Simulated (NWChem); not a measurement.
# SeF₂; SMILES F[Se]F

Computed with NWChem. This build's default masses of Se (78.918 u) and Br (79.917 u) are each other's, which moves their modes by up to 0.6 %. Each level has its own optimisation; frequencies are unscaled.

For level PBE0-D3(BJ)/def2-TZVP:

```yaml
highest harmonic frequency (cm⁻¹): 722
lowest (cm⁻¹): 265
dipole (D): 1.94
```

Problem. How do the values read with level Hartree-Fock/3-21G instead?

Solution. 
- highest harmonic frequency (cm⁻¹): 786
- lowest (cm⁻¹): 288
- dipole (D): 2.87
